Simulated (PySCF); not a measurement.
# Computed structure and properties of Cs2O(H2O)2

System: Cs2O(H2O)2 (singlet; a saddle point, relaxed within its symmetry); start: template (D2h). Method: PySCF 2.14.0, RKS BP86, Cs def2-SVP with ECP46, O def2-SVP, H def2-SVP; non-relativistic Hamiltonian with scalar-relativistic core potentials where named; density fitting; no spin-orbit coupling.

Input of the relaxation:

```python
mol = gto.M(atom='''
Cs    -0.00000     0.00000     2.56280
Cs     0.00000    -0.00000    -2.56280
O     -0.00000     0.00000     0.00000
O     -0.00000     0.00000     5.54280
H      0.77000     0.00000     6.13280
H     -0.77000     0.00000     6.13280
O      0.00000    -0.00000    -5.54280
H      0.77000    -0.00000    -6.13280
H     -0.77000    -0.00000    -6.13280''',
    basis={'Cs': 'def2-SVP', 'O': 'def2-SVP', 'H': 'def2-SVP'},
    ecp={'Cs': 'def2-SVP'},
    charge=0, spin=0)
mf = dft.RKS(mol, xc='B88,P86')
mf.grids.atom_grid = (50, 194)
mf = mf.density_fit()  # fitting sets: Cs def2-universal-JKFIT, O def2-universal-JKFIT, H def2-universal-JKFIT
mf.conv_tol = 1e-08; mf.max_cycle = 55
mf.kernel(dm0)  # dm0: converged density of the start geometry
# quasi-Newton relaxation in Cartesian coordinates to a largest gradient under 0.00045 Eh/bohr, steps kept in the point group
```

Run from Python with OMP_NUM_THREADS=2; the lines above give its settings. Where DIIS fails, smearing, a level shift and second-order steps follow.
It took 39 s on 2 threads of Arm Neoverse V1, with other jobs on the host, from the converged density of the start.

Course of the relaxation:

```csv
step,energy above end (eV),largest force component within the symmetry (eV/Å)
0,0.1123,0.509
1,0.0893,0.454
2,0.0667,0.451
3,0.0452,0.590
4,0.0240,0.447
5,0.0105,0.150
6,0.0050,0.123
7,0.0018,0.127
8,0.0001,0.118
9,0.0000,0.048
10,0.0000,0.008
```

Relaxed geometry (D2h):

```xyz
9

Cs    0.0000    0.0000    2.5166
Cs    0.0000    0.0000   -2.5166
O     0.0000    0.0000    0.0000
O     0.0000    0.0000    5.8368
H     0.7650    0.0000    6.4472
H    -0.7650    0.0000    6.4472
O     0.0000    0.0000   -5.8368
H     0.7650    0.0000   -6.4472
H    -0.7650    0.0000   -6.4472
```

```json
{"contact": "Cs1–O3 (O)", "Å": "2.517"}
{"contact": "Cs1–O4 (H2O)", "Å": "3.320"}
{"contact": "Cs2–O7 (H2O)", "Å": "3.320"}
```

On the finer grid (75, 302):

- HOMO: -1.56 eV
- LUMO: -0.90 eV
- Dipole about the centre of mass: 0.00 D
- Set of Mulliken populations of Cs1 outside the core potential: s 2.11, p 6.12, d 0.53
- D3(BJ) dispersion energy (not in the energies): -0.205 eV

| atom | Mulliken (e) | Löwdin (e) | spin (e) |
| --- | --- | --- | --- |
| Cs1 | 0.24 | 0.15 | 0.00 |
| Cs2 | 0.24 | 0.15 | 0.00 |
| O3 | -0.64 | -0.48 | 0.00 |
| O4 | -0.24 | -0.09 | 0.00 |
| H5 | 0.16 | 0.09 | 0.00 |
| H6 | 0.16 | 0.09 | 0.00 |
| O7 | -0.24 | -0.09 | 0.00 |
| H8 | 0.16 | 0.09 | 0.00 |
| H9 | 0.16 | 0.09 | 0.00 |

The gap is small, and the closed shell wasn't tested for a lower spin-broken solution.

On the grid (50, 194), as all that follows. Harmonic modes: 5 unstable, so a saddle point once the symmetry is let go (counted below −25 cm⁻¹); lowest -103 cm⁻¹ (negative: unstable), highest 3723 cm⁻¹, zero-point energy 1.160 eV.

Rigid scan of O along the line from its metal, all other atoms held (where the atom bridges, its other bond changes as well):

| distance to O3 (Å) | energy (eV) |
| --- | --- |
| 2.22 | 0.488 |
| 2.32 | 0.207 |
| 2.42 | 0.048 |
| 2.52 | 0.000 |
| 2.62 | 0.048 |
| 2.72 | 0.207 |
| 2.82 | 0.488 |
| 2.97 | 1.245 |

Taking off one H2O (charge 0, singlet; the rest: singlet) in vacuum, both parts rigid, costs 0.19 eV; the small basis without counterpoise inflates it.

Rigid scan of H2O along the line from its metal, all other atoms held (where the atom bridges, its other bond changes as well):

distance to O4 (Å), energy (eV) and a bar:
```
     3.02      0.031 #########
     3.12      0.012 ###
     3.22      0.003 #
     3.32      0.000 
     3.42      0.002 #
     3.52      0.007 ##
     3.72      0.020 ######
     4.02      0.045 #############
     4.42      0.076 #####################
     4.92      0.108 ##############################
```

One start shape was tried, so this needn't be the lowest isomer.
